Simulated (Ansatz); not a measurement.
A first, cheap relaxation of F2H3SbSi, SMILES `[F][Sb]([F])[SiH3]`.

```yaml
crystal:
  periodic: [false, false, false]
  atoms:
    - {symbol: F, position_ang: [-0.001300, -1.644900, 1.837400]}
    - {symbol: Sb, position_ang: [0.979800, 0.039600, 1.353200]}
    - {symbol: F, position_ang: [2.171300, -0.989300, 0.144400]}
    - {symbol: Si, position_ang: [-0.497400, 0.563300, -0.565100]}
    - {symbol: H, position_ang: [0.041600, 1.561600, -1.448800]}
    - {symbol: H, position_ang: [-1.847900, 1.074500, -0.036200]}
    - {symbol: H, position_ang: [-0.784900, -0.672700, -1.330700]}
basis:
  gaussian: {orbitals: def2-SVP}
hamiltonian: {xc: pbe, dispersion: d4}
relax: {f_tol: 0.03, max_steps: 200}
```

```sh
$ ansatz run in.yaml --threads 4 --pin off --events-out ev --progress --plain --max-ram 10444MiB
```

It prints (some lines left out):

```
Functional definition: PBE
mean field -19882.29465656 eV, -730.6608519251 hartree, gradient 4.6e-5 eV, S^2 0.000000; 0 other end points of the search recorded, 0 dependent functions left out
relax step   1: F+E_penalty+E_count = -19882.45296816 eV  Δ(F+E_penalty+E_count) = +0.000e0 eV  max|allowed force component| = 2.045e0 eV/Å  Δτ_max = 0.0000 Å  (26 SCF iters, accepted)
mean field -19882.49838136 eV, -730.6683386736 hartree, gradient 7.2e-6 eV, S^2 0.000000; 0 other end points of the search recorded, 0 dependent functions left out
relax step   2: F+E_penalty+E_count = -19882.65293509 eV  Δ(F+E_penalty+E_count) = -2.000e-1 eV  max|allowed force component| = 6.624e-1 eV/Å  Δτ_max = 0.1537 Å  (35 SCF iters, accepted)
mean field -19882.52804383 eV, -730.6694287491 hartree, gradient 1.9e-5 eV, S^2 0.000000; 0 other end points of the search recorded, 0 dependent functions left out
relax step   3: F+E_penalty+E_count = -19882.68371491 eV  Δ(F+E_penalty+E_count) = -3.078e-2 eV  max|allowed force component| = 1.914e-1 eV/Å  Δτ_max = 0.0513 Å  (29 SCF iters, accepted)
mean field -19882.53052254 eV, -730.6695198401 hartree, gradient 6.8e-6 eV, S^2 0.000000; 0 other end points of the search recorded, 0 dependent functions left out
relax step   4: F+E_penalty+E_count = -19882.68616799 eV  Δ(F+E_penalty+E_count) = -2.453e-3 eV  max|allowed force component| = 4.150e-2 eV/Å  Δτ_max = 0.0121 Å  (30 SCF iters, accepted)
mean field -19882.53061183 eV, -730.6695231214 hartree, gradient 6.9e-6 eV, S^2 0.000000; 0 other end points of the search recorded, 0 dependent functions left out
relax step   5: F+E_penalty+E_count = -19882.68629038 eV  Δ(F+E_penalty+E_count) = -1.224e-4 eV  max|allowed force component| = 3.741e-3 eV/Å  Δτ_max = 0.0094 Å  (30 SCF iters, accepted)
mean field -19882.53061183 eV, -730.6695231215 hartree, gradient 6.8e-6 eV, S^2 0.000000; 1 other end points of the search recorded, 0 dependent functions left out
Total energy: -19882.68632267 eV, -730.6752453895 hartree
Atom 0 at    -0.054489    -1.598857     1.856755 Å, force     0.000452     0.000130    -0.000254 eV/Å
Atom 1 at     1.057088    -0.045301     1.397495 Å, force    -0.000488    -0.000500     0.003741 eV/Å
Atom 2 at     2.256111    -0.967289     0.143699 Å, force     0.001128    -0.001484    -0.001785 eV/Å
Atom 3 at    -0.570398     0.557803    -0.579611 Å, force    -0.001007     0.001917    -0.001640 eV/Å
Atom 4 at     0.053948     1.603913    -1.464853 Å, force    -0.000905     0.000069    -0.000822 eV/Å
Atom 5 at    -1.873701     1.084847    -0.039719 Å, force    -0.000125    -0.000245    -0.000685 eV/Å
Atom 6 at    -0.807359    -0.703016    -1.359566 Å, force     0.000946     0.000113     0.001445 eV/Å
Dipole moment:    -0.038624     0.595945     0.167718 e Å
```

Hardware: 4 threads of an Arm Neoverse V2 on a shared host. Wall time 3.7 s, peak host memory 0.14 GiB.
